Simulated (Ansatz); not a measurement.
`CB(F)CO` + `BNC` → `BN(C)B(C)F` + CH₃OH at 700 K and 1 bar (ligand exchange at a B–C bond).

Calculated with Ansatz (gas phase, PBE0-D4/def2-TZVP geometries, no zero-point term in ΔE). CBS: MP2 limit from def2 TZ/QZ plus the TZ coupled-cluster correction, frozen cores. This one scheme is used for every species. One conformer a species, not always the lowest.

```
     species  CCSD(T)/CBS energy (Eh)  H − E (kJ/mol)  S (J/(mol·K))
   `CB(F)CO`               -279.53710           298.5          449.1
       `BNC`               -121.18426           253.9          346.7
`BN(C)B(C)F`               -285.13931           382.9          501.0
       CH₃OH               -115.61712           170.8          288.5
```

H − E and S are ideal-gas, rigid-rotor, harmonic terms from PBE0-D4/def2-TZVP, for one conformer and one mirror image of each species. 1 Eh = 2625.50 kJ/mol, R = 8.31446 J/(mol·K).

**Question.** By hand: ΔE, ΔH, ΔS and ΔG.

**Answer.** ΔE = (-285.13931) + (-115.61712) − (-279.53710) − (-121.18426) = -0.03507 Eh = -92.1 kJ/mol. Δ(H − E) = 382.9 + 170.8 − 298.5 − 253.9 = 1.3, so ΔH = -90.8 kJ/mol. ΔS = 501.0 + 288.5 − 449.1 − 346.7 = -6.3 J/(mol·K). ΔG = -90.8 − 700 × (-6.3)/1000 = -86.4 kJ/mol.

**Question.** By hand: the equilibrium constant, and the temperature at which ΔG would vanish if ΔH and ΔS stayed fixed.

**Answer.** log₁₀ K = −ΔG/(RT ln 10) = 6.4. ΔG = 0 at ΔH/ΔS = 14413 K, far beyond where these terms or the molecules hold.

The number of gas molecules stays the same, so ΔS is small and ΔH decides. A doubt of 5 kJ/mol in ΔE shifts log₁₀ K by 0.4 here. Other conformers and mirror images would add mixing entropy, several J/(mol·K) or more a flexible species. Modes under 60 cm⁻¹, often nearly free rotors, make the harmonic entropy too high. These are equilibria of isolated gas molecules and say nothing of rates. Largest T1 diagnostic: 0.012 (customary marks: 0.02 for closed shells, 0.045 for open ones).
